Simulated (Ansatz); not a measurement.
C2H7GeNSi can be A, `[SiH3]/N=[C]1/[CH2][GeH2]1`, or B, `[SiH3]C1=[CH][GeH2][NH]1`.

Gas-phase electronic energies from Ansatz, PBE0-D4/def2-TZVP geometries. CCSD(T)/CBS is the MP2 limit (def2-TZVPP, def2-QZVPP) plus CCSD(T) − MP2 in def2-TZVPP, frozen cores. Functionals use def2-TZVPP. B3LYP here is the variant with VWN-RPA as its local correlation; programs differ in this. For Ge outer-core shells are correlated without core-valence functions, which leaves a few kJ/mol of doubt a bond. Scalar relativity is left out up to krypton.

Problem. Which is lower in electronic energy at CCSD(T)/CBS, and by how much? (An estimate is asked.)

Solution. Ansatz gave: B, by 12.8 kcal/mol.

Problem. Give E(B) − E(A) in kcal/mol with PBE-D4, B3LYP-D4, CCSD/def2-TZVPP, HF/def2-TZVPP, ωB97M-V, B3LYP, B2PLYP. (Best estimate.)

Solution. Computed: PBE-D4 -9.5, B3LYP-D4 -10.1, CCSD/def2-TZVPP -13.5, HF/def2-TZVPP -15.1, ωB97M-V -12.7, B3LYP -9.4, B2PLYP -11.0. None reverses the order clearly.

Largest T1 diagnostic: 0.014.

From PBE to PBE0 (25 % exact exchange), in def2-TZVPP and without D4, E(B) − E(A) moves by −2.7 kcal/mol. In def2-TZVPP, CCSD(T) changes the Hartree–Fock value by +2.2 kcal/mol (the triples alone add +0.6 kcal/mol) and MP2 by +1.8 kcal/mol.
